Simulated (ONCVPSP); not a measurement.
# An all-electron radial function and its pseudo partner (zinc)

Columns: radius, all-electron u(r) and pseudo u(r) of the 3d shell (level -10.42 eV) of zinc in the configuration [Ne] 3s2 3p6 3d10 4s2; LDA (Perdew-Wang 92), scalar-relativistic, ONCV scheme, ONCVPSP 4.0.1.

```json
{"r (bohr)": "0.062", "all-electron": "0.0410", "pseudo": "0.0052"}
{"r (bohr)": "0.125", "all-electron": "0.1948", "pseudo": "0.0406"}
{"r (bohr)": "0.188", "all-electron": "0.4052", "pseudo": "0.1272"}
{"r (bohr)": "0.250", "all-electron": "0.6083", "pseudo": "0.2678"}
{"r (bohr)": "0.312", "all-electron": "0.7764", "pseudo": "0.4523"}
{"r (bohr)": "0.375", "all-electron": "0.9012", "pseudo": "0.6599"}
{"r (bohr)": "0.438", "all-electron": "0.9809", "pseudo": "0.8575"}
{"r (bohr)": "0.500", "all-electron": "1.0220", "pseudo": "1.0149"}
{"r (bohr)": "0.562", "all-electron": "1.0343", "pseudo": "1.1180"}
{"r (bohr)": "0.625", "all-electron": "1.0252", "pseudo": "1.1618"}
{"r (bohr)": "0.688", "all-electron": "1.0009", "pseudo": "1.1508"}
{"r (bohr)": "0.750", "all-electron": "0.9674", "pseudo": "1.1012"}
{"r (bohr)": "0.812", "all-electron": "0.9280", "pseudo": "1.0300"}
{"r (bohr)": "0.875", "all-electron": "0.8846", "pseudo": "0.9512"}
{"r (bohr)": "0.938", "all-electron": "0.8398", "pseudo": "0.8765"}
{"r (bohr)": "1.000", "all-electron": "0.7955", "pseudo": "0.8122"}
{"r (bohr)": "1.062", "all-electron": "0.7519", "pseudo": "0.7577"}
{"r (bohr)": "1.125", "all-electron": "0.7090", "pseudo": "0.7101"}
{"r (bohr)": "1.188", "all-electron": "0.6677", "pseudo": "0.6677"}
{"r (bohr)": "1.250", "all-electron": "0.6289", "pseudo": "0.6288"}
{"r (bohr)": "1.312", "all-electron": "0.5920", "pseudo": "0.5919"}
{"r (bohr)": "1.375", "all-electron": "0.5565", "pseudo": "0.5564"}
{"r (bohr)": "1.438", "all-electron": "0.5230", "pseudo": "0.5230"}
{"r (bohr)": "1.500", "all-electron": "0.4920", "pseudo": "0.4919"}
{"r (bohr)": "1.562", "all-electron": "0.4628", "pseudo": "0.4627"}
{"r (bohr)": "1.625", "all-electron": "0.4349", "pseudo": "0.4349"}
```

Question: How many radial nodes do the two functions have?

Answer: The all-electron 3d function has n − l − 1 = 0; the pseudo-wave has 0.

Question: At about which radius was the pseudo-wave matched?

Answer: 1.25 bohr, where the columns begin to agree (steps of 0.06 bohr).

Question: Is the pseudo-wave norm-conserving?

Answer: Yes: the ONCV scheme keeps the norm inside the radius equal to the all-electron one, which fixes the energy derivative of the logarithmic derivative at the level.
